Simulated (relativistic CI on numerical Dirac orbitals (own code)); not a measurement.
Crystal-field levels of Ir²⁺, 5d7

Calculated by Dirac-Coulomb-Breit CI, KLI orbitals optimised for each configuration, model QED (radiative potential, 1s self-energy scaled to tabulated hydrogen-like ionisation energies), valence Slater integrals scaled by 0.85, one configuration in a parametric crystal field (own radial code).

Field parameters in Wybourne normalisation: D3d B²₀ = −7Dσ, B⁴₀ = −14Dq − 21Dτ, B⁴₃ = −14√(10/7) Dq; Td as Oh with Dq negative (B⁴₀ = 21Dq, B⁴₄ = √(5/14) B⁴₀). The field is a parameter set, without covalency.

S and J are read from ⟨S²⟩ = S(S + 1) and ⟨J²⟩ = J(J + 1) of each level; they are not fictitious spins.

D3d, 10Dq = 30500, Dσ = 870, Dτ = -70 cm⁻¹, the lowest 16 levels:

```
E (cm⁻¹)  Degeneracy  Irrep     S     J
     0.0           2  Γ5+Γ6  0.58  3.91
     319           2     Γ4  0.59  3.96
   14171           2     Γ4  1.48  4.18
   15802           2     Γ4  1.45  3.81
   16161           2  Γ5+Γ6  1.45  3.86
   20018           2     Γ4  1.48  3.07
   21084           2  Γ5+Γ6  1.45  3.29
   21213           2     Γ4  1.47  3.14
   26849           2  Γ5+Γ6  0.59  4.03
   27004           2     Γ4  0.59  3.99
   30237           2     Γ4  0.56  4.36
   30242           2  Γ5+Γ6  0.58  4.11
   30504           2     Γ4  0.56  3.80
   31634           2     Γ4  0.56  4.58
   34062           2     Γ4  0.59  3.08
   34759           2  Γ5+Γ6  0.60  3.10
```

Principal g values of the ground doublet: 0.00, 0.00, 2.31.

D3d, 10Dq = 23450, Dσ = 250, Dτ = 450 cm⁻¹, the lowest 16 levels:

```tsv
E (cm⁻¹)	Degeneracy	Irrep	S	J
0.0	2	Γ4	0.65	3.91
361	2	Γ5+Γ6	0.64	3.93
8945	2	Γ4	1.48	4.17
10446	2	Γ4	1.44	3.91
11683	2	Γ5+Γ6	1.43	3.82
15123	2	Γ4	1.46	3.13
17460	2	Γ5+Γ6	1.42	3.49
17701	2	Γ4	1.46	3.27
21665	2	Γ5+Γ6	0.63	3.97
21906	2	Γ4	0.63	3.80
24943	2	Γ5+Γ6	0.62	4.06
25056	2	Γ4	0.59	4.33
25856	2	Γ4	0.60	3.93
27328	2	Γ4	0.61	4.17
29577	2	Γ4	0.62	3.49
30349	2	Γ5+Γ6	0.67	3.15
```

Principal g values of the ground doublet: 0.40, 0.40, 2.55.

Td, 10Dq = -9300 cm⁻¹, the lowest 16 levels:

```csv
E (cm⁻¹),Degeneracy,Irrep,S,J
0.0,4,Γ8,1.45,4.14
6019,4,Γ8,1.27,4.33
7695,2,Γ6,1.24,4.29
10723,4,Γ8,1.26,3.09
12728,2,Γ7,1.45,3.26
13469,2,Γ6,1.36,3.63
14508,4,Γ8,1.13,2.76
14711,2,Γ7,1.19,3.00
16006,4,Γ8,1.09,3.64
16701,4,Γ8,1.01,3.99
17175,2,Γ6,0.99,4.26
20078,4,Γ8,1.34,2.75
22034,4,Γ8,1.00,3.47
23137,4,Γ8,0.87,3.31
23454,2,Γ7,0.89,4.36
23893,4,Γ8,0.93,4.11
```

The free-ion ground term has S = 3/2. The field overcomes the spin-pairing energy for D3d, 10Dq = 30500, Dσ = 870, Dτ = -70 cm⁻¹; D3d, 10Dq = 23450, Dσ = 250, Dτ = 450 cm⁻¹, where the ground state has lower spin; these fields are assumed values.

Levels of this model without a field, named by their leading LS term: 4F_9/2 0, 4F_7/2 6749, 4F_5/2 8748, 4F_3/2 9255, 4P_3/2 13159, 4P_5/2 14881, 2G_9/2 15242, 4P_1/2 17780 cm⁻¹.
